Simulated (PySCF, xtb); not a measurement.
dimethyl(silyl)silane (C₂H₁₀Si₂), SMILES C[SiH](C)[SiH3].

Harmonic wavenumbers (cm⁻¹) from GFN2-xTB in xtb at its own minimum, in rising order: 19, 120, 125, 127, 159, 190, 425, 431, 448, 609, 622, 696, 744, 784, 793, 818, 819, 829, 832, 849, 1373, 1376, 1490, 1493, 1494, 1498, 2119, 2215, 2224, 2229, 3024, 3028, 3029, 3034, 3037, 3039.

**Question.** What does PBE-D3(BJ)/def2-SVP (PySCF) give at its own minimum? (The exact figures need the calculation; the answer reports its results.)

**Answer.** 94, 124, 147, 158, 173, 197, 399, 454, 473, 596, 634, 675, 686, 740, 809, 834, 865, 872, 905, 908, 1209, 1216, 1379, 1380, 1388, 1391, 2127, 2135, 2149, 2152, 2973, 2973, 3071, 3072, 3079, 3079. Paired by order, the mean absolute difference is 53 cm⁻¹ and the zero-point energies are 66.0 and 65.1 kcal/mol.
